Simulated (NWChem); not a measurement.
System meant: C₃H₄O₂Si; SMILES C=C1OC(=O)[SiH2]1

The following NWChem deck was run.

```
start job
memory heap 200 mb stack 900 mb global 1100 mb
geometry units angstroms noautoz
  C     -0.679668     2.303817     0.000000
  C     -0.248340     1.046601     0.000000
  O     -1.118364    -0.050640     0.000000
  C     -0.272211    -1.152083     0.000000
  O     -0.654293    -2.272623     0.000000
  Si     1.309315    -0.014942     0.000000
  H     -1.748244     2.536543     0.000000
  H      0.034547     3.128349     0.000000
  H      2.152867    -0.024478    -1.227198
  H      2.152867    -0.024478     1.227198
end
basis spherical
  C library def2-svp
  O library def2-svp
  Si library def2-svp
  H library def2-svp
end
dft
  odft
  mult 2
  xc b3lyp
  iterations 150
  mulliken
end
task dft energy
```

End of the output:

```
 Summary of "ao basis" -> "" (spherical)
 ------------------------------------------------------------------------------
       Tag                 Description            Shells   Functions and Types
 ---------------- ------------------------------  ------  ---------------------
 C                          def2-svp                 6       14   3s2p1d
 O                          def2-svp                 6       14   3s2p1d
 Si                         def2-svp                 8       18   4s3p1d
 H                          def2-svp                 3        5   2s1p

                                 NWChem DFT Module
                                 -----------------

 Summary of "ao basis" -> "ao basis" (spherical)
 ------------------------------------------------------------------------------
       Tag                 Description            Shells   Functions and Types
 ---------------- ------------------------------  ------  ---------------------
 C                          def2-svp                 6       14   3s2p1d
 O                          def2-svp                 6       14   3s2p1d
 Si                         def2-svp                 8       18   4s3p1d
 H                          def2-svp                 3        5   2s1p

      Symmetry analysis of basis
      --------------------------

        a'         76
        a"         32

  number of electrons :                   52
  multiplicity        :                    2
 ------------------------------------------------------------------------
  no. of electrons and multiplicity not compatible                  52
 ------------------------------------------------------------------------
 ------------------------------------------------------------------------
  current input line :
    28: task dft energy
 ------------------------------------------------------------------------
 ------------------------------------------------------------------------
 There is an error in the input file
 ------------------------------------------------------------------------
 For more information see the NWChem manual at https://nwchemgit.github.io

0: no. of electrons and multiplicity not compatible:Received an Error in Communication
```

Task: Can this run be used? If not, why, and what is the fix?

Result: The input was rejected before any calculation. Cause: the multiplicity doesn't fit the number of electrons (an even count wants an odd multiplicity, and the reverse). This input runs:
```
start job
memory heap 200 mb stack 900 mb global 1100 mb
geometry units angstroms noautoz
  C     -0.679668     2.303817     0.000000
  C     -0.248340     1.046601     0.000000
  O     -1.118364    -0.050640     0.000000
  C     -0.272211    -1.152083     0.000000
  O     -0.654293    -2.272623     0.000000
  Si     1.309315    -0.014942     0.000000
  H     -1.748244     2.536543     0.000000
  H      0.034547     3.128349     0.000000
  H      2.152867    -0.024478    -1.227198
  H      2.152867    -0.024478     1.227198
end
basis spherical
  * library def2-svp
end
dft
  xc b3lyp
  iterations 150
  mulliken
end
task dft energy
```
It converges to -556.34081 Ha (B3LYP/def2-SVP).
